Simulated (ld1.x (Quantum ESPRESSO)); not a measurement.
Values are calculated unless marked as measured or tabulated.
Hardness and transferability of assorted potentials

Generated with ld1.x 7.5 (TM, RRKJ, ultrasoft, PAW), atompaw 4.2 or ONCVPSP 4.0.1. The cutoff is in Ry: for ld1.x and atompaw files where the sum of valence levels is converged to 10 mRy in a Bessel basis, for ONCV files where the hardest occupied wave has 1 mHa per electron of residual kinetic energy. The error is the largest all-electron minus pseudo excitation energy over each file’s own four to seven test configurations (ionisations up to +4, promotions, holes and added fractions of an electron), all of which were solved. The labels leave out finer settings (local radius, basis sizes, second energies), which also bear on the numbers. Spin-polarised tests are not counted. The rows are a selection from randomly drawn settings: files with unsolved tests, undetermined cutoffs or missed reference levels are left out.

A true bound ghost makes a file unfit for plane-wave use even where its test errors are small: the radial tests pick states by their node count and pass the ghost by.

| element | potential | cutoff (Ry) | largest error (meV) | bound ghosts |
| --- | --- | --- | --- | --- |
| Mg | PAW, LDA (PZ), scalar-relativistic, rc 1.10/1.15 (sp), local smoothed, core correction yes, reference 2s2 2p6 3s1.75 3p0.25 | 70 | -0.2 | none |
| Mo | PAW, BLYP, scalar-relativistic, rc 1.85/1.80/2.00 (spd), local smoothed, core correction yes, reference 4s2 4p6 4d5 5s0.5 5p0 | 30 | -17 | none |
| Hf | TM semilocal, revPBE, scalar-relativistic, rc 2.80/2.90/2.15 (spd), local s, core correction no, reference 5d2 6s1.5 6p0 | 21 | +279 | none |
| Re | ultrasoft, PBE, scalar-relativistic, rc 2.50/2.95/2.55 (spd), local smoothed, core correction yes, reference 5d5 6s0 6p0 | 15 | -539 | none |
| Pb | TM, LDA (PZ), scalar-relativistic, rc 1.95/2.65 (sp), local s, core correction yes, reference 6s1 6p3 | 18 | -50 | none |
| Bi | TM, PBEsol, scalar-relativistic, rc 1.75/2.35/1.45 (spd), local s, core correction yes, reference 5d10 6s2 6p1 | 55 | -42 | none |
| Bi | PAW, PBE, non-relativistic, rc 2.15/2.60 (sp), local smoothed, core correction yes, reference 6s2 6p1 | 12 | -318 | s, d |

(1) Fill in the row for K: TM, BLYP, scalar-relativistic, rc 3.30/4.20/4.10 (spd), local smoothed, core correction yes, reference 4s1 4p0.

Answers

(1) cutoff 6 Ry, largest error -4.7 meV, bound ghosts: none.
